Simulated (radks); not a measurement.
Problem. Er+, configuration [Kr] 4d10 4f13 5s2 5p5 6s1 (not the ground configuration). Method: scalar-relativistic Kohn-Sham, PBE, spin-polarised, spherical densities, finite nucleus; open shells are filled with parallel spins first (spin-orbit coupling, left out, can overturn this in heavy ions); Fermi nuclear charge, rms radius 5.2516 fm; computed with a radial shooting solver on a logarithmic mesh with Libxc functionals. Some entries of the table are withheld. Estimate them.

| orbital | occ. | eigenvalue (hartree) | <r> (bohr) |
|---|---|---|---|
| 1s up | 1 | -2108.195 | 0.02037 |
| 1s down | 1 | -2108.192 | 0.02037 |
| 2s up | 1 | -354.3016 | 0.08647 |
| 2s down | 1 | -354.2998 | 0.08647 |
| 2p up | 3 | -313.4261 | 0.07672 |
| 2p down | 3 | -313.4235 | 0.07672 |
| 3s up | 1 | -79.47266 | 0.2253 |
| 3s down | 1 | -79.45705 | 0.2253 |
| 3p up | 3 | -67.03395 | 0.2245 |
| 3p down | 3 | -67.01807 | 0.2245 |
| 3d up | 5 | -51.45537 | 0.2038 |
| 3d down | 5 | -51.44279 | 0.2037 |
| 4s up | 1 | -15.78978 | 0.5086 |
| 4s down | 1 | -15.75652 | 0.5086 |
| 4p up | 3 | -11.70345 | 0.5398 |
| 4p down | 3 | -11.67037 | 0.5398 |
| 4d up | 5 | -6.22849 | 0.5856 |
| 4d down | 5 | -6.19453 | 0.5854 |
| 5s up | 1 | -2.15120 | 1.260 |
| 5s down | 1 | -2.10247 | 1.261 |
| 5p up | 3 | -1.22543 | 1.503 |
| 5p down | 2 | -1.17759 | 1.506 |
| 6s up | 1 | -0.35094 | 3.582 |
| 6s down | 0 | -0.31368 | 3.591 |
| 4f up | 7 | (1) | (2) |
| 5d up | 0 | (3) | 2.758 |
| 4f down | 6 | (4) | (5) |
| 5d down | 0 | (6) | 2.794 |
| 6p up | 0 | -0.21423 | 4.656 |
| 6p down | 0 | -0.17775 | 4.712 |

Solution. 
(1) 4f up eigenvalue (hartree): -0.29797
(2) 4f up <r> (bohr): 0.8730
(3) 5d up eigenvalue (hartree): -0.26630
(4) 4f down eigenvalue (hartree): -0.25858
(5) 4f down <r> (bohr): 0.8704
(6) 5d down eigenvalue (hartree): -0.22547
